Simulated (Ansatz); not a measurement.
Reaction (redistribution): `BC(C)O[SiH3]` + `CNB(C)N` → `BNB(C)N` + `CC(C)O[SiH3]`

Isolated molecules relaxed with PBE0-D4/def2-TZVP in Ansatz; ΔE leaves out vibrations. CBS: MP2 limit from def2 TZ/QZ plus the TZ coupled-cluster correction, frozen cores. Functionals use def2-TZVPP. One conformer a species, not always the lowest.

```tsv
level	ΔE (kcal/mol)	difference from CCSD(T)/CBS
PBE-D4	-45.5	1.6
PBE0-D4	-45.8	1.3
ωB97X-V	-45.5	1.6
B2PLYP	-47.0	0.1
SCS-MP2/def2-TZVPP	-47.3	-0.2
CCSD/def2-TZVPP	-46.9	0.2
HF/def2-QZVPP	-46.1	1.0
SCS-MP2/def2-QZVPP	-47.2	-0.1
MP2/CBS(def2)	-47.9	-0.8
CCSD/CBS(def2)	-46.7	0.4
CCSD(T)/CBS	-47.1	0
```

Largest T1 diagnostic among the species: 0.012.

In def2-TZVPP, CCSD(T) changes the Hartree–Fock value by −1.3 kcal/mol (the triples alone add −0.4 kcal/mol) and MP2 by −2.1 kcal/mol.
